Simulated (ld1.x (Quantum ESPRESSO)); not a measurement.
**Building the TM semilocal potential for lead (Pb) (PBE, scalar-relativistic).**

| Quantity | Value |
| --- | --- |
| Element | Pb (Z = 82) |
| Generator | ld1.x (Quantum ESPRESSO) 7.5 |
| Type | norm-conserving Troullier–Martins (semilocal form) |
| Functional | PBE |
| Relativity | scalar-relativistic |
| Frozen core | [Xe] 4f14 |
| Valence charge | 14 |
| Reference configuration | 5d10 6s1.5 6p2.5 |
| Partial waves | 6s (bound): rc 2.00 bohr; 6p (bound): rc 2.60 bohr; 5d (bound): rc 1.75 bohr |
| Local potential | the d channel |
| Core correction | none |

Q: Estimate the cutoffs (Ry, on a coarse ladder) from which the occupation-weighted sum of valence levels, in a spherical-Bessel basis at the reference potential, stays within 10 and 1 mRy of its value at 400 Ry.

A: 55 Ry and 90 Ry.

Q: Which valence shell sets the plane-wave cutoff?

A: 5d: its level needs 55 Ry to come within 1 mRy, against 30 Ry for 6s.

Q: Tests: 5d10 6s2 6p2; 5d10 6s2 6p1; 5d10 6s2 6p0; 5d9 6s2 6p3; 5d10 6s0 6p0; 5d9 6s2 6p2; 5d10 6s2 6p2.3. Which has the largest error in its energy relative to the reference configuration, and how large is it?

A: 5d9 6s2 6p3, with -103 meV (all-electron minus pseudo) on +15.00 eV.
